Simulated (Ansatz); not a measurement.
The cluster Zn2Cl5⁻. The state is a singlet with charge -1. Geometry PBE-D4/def2-SVPD.

```xyz
7

Zn   -0.1777    1.3667    0.1337
Zn    0.1785   -1.3664   -0.1350
Cl   -1.9239   -0.2140   -0.3758
Cl    1.2614    0.3101   -1.4841
Cl   -0.4651    3.5386    0.3517
Cl    0.4587   -3.5400   -0.3434
Cl    0.6681   -0.0950    1.8529
```

HSE06 is defined as in plane-wave codes, on full-range PBE exchange. The structure comes from a short search, and lower isomers may exist.

Estimate the orbital energies around the gap (eV) in Ansatz with PBE-D4/def2-TZVPD, r2SCAN-D4/def2-TZVPD, HSE06-D4/def2-TZVPD, ωB97X-V/def2-TZVPD, ωB97M-V/def2-TZVPD.


```json
{"orbital": "HOMO−5", "PBE-D4/def2-TZVPD": "-3.95", "r2SCAN-D4/def2-TZVPD": "-4.31", "HSE06-D4/def2-TZVPD": "-4.94", "ωB97X-V/def2-TZVPD": "-7.78", "ωB97M-V/def2-TZVPD": "-7.62"}
{"orbital": "HOMO−4", "PBE-D4/def2-TZVPD": "-3.74", "r2SCAN-D4/def2-TZVPD": "-4.10", "HSE06-D4/def2-TZVPD": "-4.75", "ωB97X-V/def2-TZVPD": "-7.60", "ωB97M-V/def2-TZVPD": "-7.44"}
{"orbital": "HOMO−3", "PBE-D4/def2-TZVPD": "-3.65", "r2SCAN-D4/def2-TZVPD": "-3.99", "HSE06-D4/def2-TZVPD": "-4.64", "ωB97X-V/def2-TZVPD": "-7.47", "ωB97M-V/def2-TZVPD": "-7.32"}
{"orbital": "HOMO−2", "PBE-D4/def2-TZVPD": "-3.65", "r2SCAN-D4/def2-TZVPD": "-3.99", "HSE06-D4/def2-TZVPD": "-4.64", "ωB97X-V/def2-TZVPD": "-7.47", "ωB97M-V/def2-TZVPD": "-7.32"}
{"orbital": "HOMO−1", "PBE-D4/def2-TZVPD": "-3.63", "r2SCAN-D4/def2-TZVPD": "-3.96", "HSE06-D4/def2-TZVPD": "-4.61", "ωB97X-V/def2-TZVPD": "-7.45", "ωB97M-V/def2-TZVPD": "-7.30"}
{"orbital": "HOMO", "PBE-D4/def2-TZVPD": "-3.63", "r2SCAN-D4/def2-TZVPD": "-3.96", "HSE06-D4/def2-TZVPD": "-4.61", "ωB97X-V/def2-TZVPD": "-7.45", "ωB97M-V/def2-TZVPD": "-7.30"}
{"orbital": "LUMO", "PBE-D4/def2-TZVPD": "1.50", "r2SCAN-D4/def2-TZVPD": "1.91", "HSE06-D4/def2-TZVPD": "1.96", "ωB97X-V/def2-TZVPD": "3.71", "ωB97M-V/def2-TZVPD": "3.20"}
{"orbital": "LUMO+1", "PBE-D4/def2-TZVPD": "1.98", "r2SCAN-D4/def2-TZVPD": "2.35", "HSE06-D4/def2-TZVPD": "2.51", "ωB97X-V/def2-TZVPD": "3.90", "ωB97M-V/def2-TZVPD": "3.31"}
{"orbital": "LUMO+2", "PBE-D4/def2-TZVPD": "2.80", "r2SCAN-D4/def2-TZVPD": "3.27", "HSE06-D4/def2-TZVPD": "2.95", "ωB97X-V/def2-TZVPD": "3.92", "ωB97M-V/def2-TZVPD": "3.37"}
{"orbital": "LUMO+3", "PBE-D4/def2-TZVPD": "2.80", "r2SCAN-D4/def2-TZVPD": "3.27", "HSE06-D4/def2-TZVPD": "2.95", "ωB97X-V/def2-TZVPD": "3.94", "ωB97M-V/def2-TZVPD": "3.38"}
{"orbital": "LUMO+4", "PBE-D4/def2-TZVPD": "2.82", "r2SCAN-D4/def2-TZVPD": "3.33", "HSE06-D4/def2-TZVPD": "3.10", "ωB97X-V/def2-TZVPD": "4.28", "ωB97M-V/def2-TZVPD": "3.74"}
{"orbital": "LUMO+5", "PBE-D4/def2-TZVPD": "3.12", "r2SCAN-D4/def2-TZVPD": "3.66", "HSE06-D4/def2-TZVPD": "3.31", "ωB97X-V/def2-TZVPD": "4.29", "ωB97M-V/def2-TZVPD": "3.75"}
```
